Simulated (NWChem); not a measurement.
System: CHClF2; SMILES C(Cl)(F)F

```xyz
5

F     -0.1453     1.0385     1.0910
C      0.3716     0.4541     0.0000
F     -0.1453     1.0385    -1.0910
Cl    -0.0564    -1.2903     0.0000
H      1.4586     0.5440     0.0000
```
Atoms are numbered in this order, from 1.

All runs use the structure optimised with B3LYP/6-31G* (spherical d). B3LYP is NWChem's, with the RPA form of VWN correlation.

 Unshifted, non-relativistic core excitations; the lowest 4 roots alone, so stronger bands may lie above.

List the first Cl K-edge excitations from B3LYP/6-311G** (spherical d), restricted-window TDA (NWChem).


```tsv
state	energy (eV)	dipole oscillator strength	leading excitation (squared amplitude)
S1	2761.3	0.0040	1s of atom 4 or its equivalents → LUMO (0.98)
S2	2764.2	0.0000	1s of atom 4 or its equivalents → LUMO+1 (0.98)
S3	2765.1	0.0005	1s of atom 4 or its equivalents → LUMO+2 (1.00)
S4	2766.2	0.0006	1s of atom 4 or its equivalents → LUMO+3 (0.99)
```
